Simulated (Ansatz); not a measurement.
`N[Si@H](F)N[Si@@H](N)Cl` + `N[SiH](S)Cl` → `N[Si@H](F)S[Si@@H](N)Cl` + `N[SiH](N)Cl`  (ligand exchange at the Si–N bond)

Gas-phase electronic energies from Ansatz, PBE0-D4/def2-TZVP geometries. CCSD(T)/CBS adds triple-zeta CCSD(T) − MP2 to the extrapolated MP2 energy (def2 sets, frozen cores). DFT in def2-TZVPP. One conformer a species, not always the lowest.

`N[Si@H](F)N[Si@@H](N)Cl`:

Cartesian coordinates in Å:
```
N -0.668 -2.006 1.775
Si -0.717 -0.487 1.009
F -2.276 -0.198 0.783
N 0.152 -0.612 -0.460
Si 0.969 0.613 -1.330
N 0.076 2.049 -1.200
Cl 2.834 1.082 -0.578
H -1.369 -2.250 2.455
H 0.214 -2.446 1.981
H -0.213 0.688 1.748
H 0.166 -1.533 -0.878
H 1.236 0.071 -2.683
H 0.510 2.954 -1.245
H -0.914 2.075 -1.378
```

`N[SiH](S)Cl`:

Cartesian coordinates in Å:
```
N -1.081 0.557 -0.732
Si 0.165 0.180 0.351
S 0.136 -1.936 0.534
Cl 2.074 0.740 -0.220
H -1.486 1.479 -0.749
H -1.161 0.090 -1.620
H -0.089 0.919 1.604
H 1.442 -2.029 0.832
```

`N[Si@H](F)S[Si@@H](N)Cl`:

Cartesian coordinates in Å:
```
N 0.017 0.368 1.955
Si 0.445 1.493 0.762
F -0.927 2.100 0.215
S 1.615 0.562 -0.744
Si 0.424 -1.173 -1.087
N -1.183 -0.719 -1.345
Cl 1.356 -2.082 -2.691
H -0.767 0.518 2.568
H 0.676 -0.298 2.318
H 1.244 2.667 1.180
H 0.469 -2.168 0.001
H -1.431 0.110 -1.858
H -1.939 -1.379 -1.273
```

`N[SiH](N)Cl`:

Cartesian coordinates in Å:
```
N 0.784 0.166 -1.208
Si -0.088 -0.503 0.087
N -0.402 0.739 1.200
Cl -1.734 -1.376 -0.823
H 0.756 -0.248 -2.124
H 1.622 0.700 -1.047
H 0.526 -1.600 0.870
H -0.650 0.517 2.150
H -0.815 1.606 0.896
```

CCSD(T)/CBS gives +10.1 kJ/mol.

Another level gave +5.5 kJ/mol. Which?
A. MP2/def2-TZVPP
B. HF/def2-TZVPP
C. SCS-MP2/def2-TZVPP
D. r2SCAN-D4/def2-TZVPP

D. r2SCAN-D4 5.5, HF/def2-TZVPP 21.7, MP2/def2-TZVPP 9.7, SCS-MP2/def2-TZVPP 13.9 kJ/mol.

Largest T1 diagnostic among the species: 0.011.

The D4 term adds −5.0 kJ/mol with B3LYP and −2.7 kJ/mol with PBE0; it sums over pairs of atoms, weighted by their polarisabilities, and B3LYP, whose exchange is more repulsive, gets the larger term. In def2-TZVPP, CCSD(T) changes the Hartree–Fock value by −7.4 kJ/mol (the triples alone add −2.4 kJ/mol) and MP2 by −12.0 kJ/mol.

B3LYP here is the variant with VWN-RPA as its local correlation; programs differ in this.
